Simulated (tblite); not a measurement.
C₇H₉O₂ (doublet state).
Numbering: `[CH2:1][C:2](=[CH2:3])[C@H:4]1[CH2:5][O:6][CH2:7][C:8]1=[O:9]` (hydrogens: H10, H11 on C1; H12, H13 on C3; H14 on C4; H15, H16 on C5; H17, H18 on C7)
Bond orders are those of one Lewis drawing.

Computed with GFN2-xTB (tblite), gas phase: L-BFGS steps from a force-field or distance-geometry start until the largest atomic force falls under 0.01 eV/Å.

Step 36: E = -751.3135 eV
```
atom  x, y, z in Å  |  force x, y, z in eV/Å
C1     -2.0987    1.2315    0.2283   -0.014  -0.010   0.025
C2     -1.2490    0.1821   -0.0440   -0.029  -0.008  -0.003
C3     -1.4818   -0.7045   -1.0682   -0.011  -0.010  -0.007
C4      0.0231    0.0753    0.7847   -0.025   0.022  -0.014
C5      0.7356   -1.2765    0.7608    0.000   0.010   0.012
O6      1.5681   -1.2652   -0.3868    0.027  -0.036   0.019
C7      2.0453    0.0465   -0.5578    0.004  -0.021   0.001
C8      1.0338    0.9739    0.0873   -0.009   0.028  -0.002
O9      1.0290    2.1708    0.0457    0.032   0.032  -0.001
H10    -1.8894    1.9485    0.9993    0.024  -0.017   0.033
H11    -2.9852    1.3864   -0.3594    0.001  -0.024  -0.003
H12    -0.7836   -1.4761   -1.3317   -0.022   0.005  -0.013
H13    -2.3868   -0.6286   -1.6435    0.024  -0.012  -0.030
H14    -0.1755    0.4264    1.7975   -0.003   0.016   0.001
H15     0.0697   -2.1359    0.6821   -0.029   0.027  -0.032
H16     1.3465   -1.3910    1.6683    0.032   0.023   0.016
H17     2.1780    0.2449   -1.6230   -0.019   0.012  -0.005
H18     3.0121    0.1977   -0.0514    0.016  -0.036   0.005
```

Step 37: E = -751.3140 eV
```
atom  x, y, z in Å  |  force x, y, z in eV/Å
C1     -2.1011    1.2296    0.2320   -0.007  -0.018   0.025
C2     -1.2490    0.1831   -0.0427   -0.012  -0.020   0.001
C3     -1.4770   -0.7001   -1.0704   -0.017  -0.015  -0.020
C4      0.0227    0.0760    0.7858    0.005   0.028  -0.005
C5      0.7351   -1.2766    0.7638   -0.005   0.020   0.009
O6      1.5674   -1.2677   -0.3843    0.018  -0.022   0.021
C7      2.0435    0.0442   -0.5596    0.004  -0.027   0.011
C8      1.0324    0.9735    0.0853    0.002  -0.005  -0.041
O9      1.0271    2.1699    0.0379    0.028   0.045   0.010
H10    -1.8935    1.9431    1.0061    0.019  -0.004   0.041
H11    -2.9860    1.3842   -0.3571   -0.014  -0.017  -0.007
H12    -0.7774   -1.4685   -1.3378   -0.004  -0.004  -0.004
H13    -2.3802   -0.6248   -1.6477    0.000  -0.006  -0.038
H14    -0.1732    0.4296    1.7979   -0.010   0.015   0.009
H15     0.0665   -2.1343    0.6865   -0.016   0.027  -0.032
H16     1.3473   -1.3906    1.6710    0.016   0.025   0.006
H17     2.1770    0.2384   -1.6261   -0.025   0.015   0.020
H18     3.0096    0.1974   -0.0522    0.017  -0.038  -0.005
```

Task: Estimate the geometry and energy of step 38. (The exact step hangs on the optimiser's Hessian estimate; all steps are aligned on step 37, rigid shifts and turns removed.)

Result: E = -751.3146 eV, largest force 0.075 eV/Å
```
atom  x, y, z in Å  |  force x, y, z in eV/Å
C1     -2.1036    1.2273    0.2359   -0.001  -0.026   0.024
C2     -1.2495    0.1835   -0.0416    0.005  -0.026   0.004
C3     -1.4732   -0.6962   -1.0730   -0.019  -0.015  -0.026
C4      0.0223    0.0771    0.7865    0.033   0.027   0.003
C5      0.7347   -1.2762    0.7669   -0.008   0.028   0.005
O6      1.5673   -1.2707   -0.3814    0.004   0.001   0.020
C7      2.0420    0.0415   -0.5611    0.004  -0.023   0.018
C8      1.0312    0.9735    0.0830    0.016  -0.035  -0.064
O9      1.0265    2.1697    0.0312    0.024   0.041   0.016
H10    -1.8967    1.9378    1.0128    0.010   0.003   0.041
H11    -2.9873    1.3813   -0.3546   -0.025  -0.007  -0.005
H12    -0.7723   -1.4616   -1.3442    0.015  -0.013   0.005
H13    -2.3740   -0.6211   -1.6527   -0.024   0.001  -0.044
H14    -0.1714    0.4330    1.7983   -0.015   0.013   0.009
H15     0.0633   -2.1322    0.6903   -0.001   0.027  -0.025
H16     1.3486   -1.3893    1.6737   -0.006   0.025  -0.005
H17     2.1757    0.2324   -1.6287   -0.027   0.013   0.040
H18     3.0077    0.1963   -0.0530    0.016  -0.036  -0.014
```

The energy changes by -0.0006 eV. The first-order estimate −F·Δx gives -0.0007 eV and the mean of the old and new forces, exact on a quadratic surface, -0.0006 eV. The step makes an angle of 77° with the force vector and moves no atom by more than 0.011 Å.

What follows is the cost of the whole relaxation. Hardware: one thread of an Arm Neoverse V1, shared host with 32 logical CPUs at a one-minute load of 16. Cost: 0.73 s of wall time.
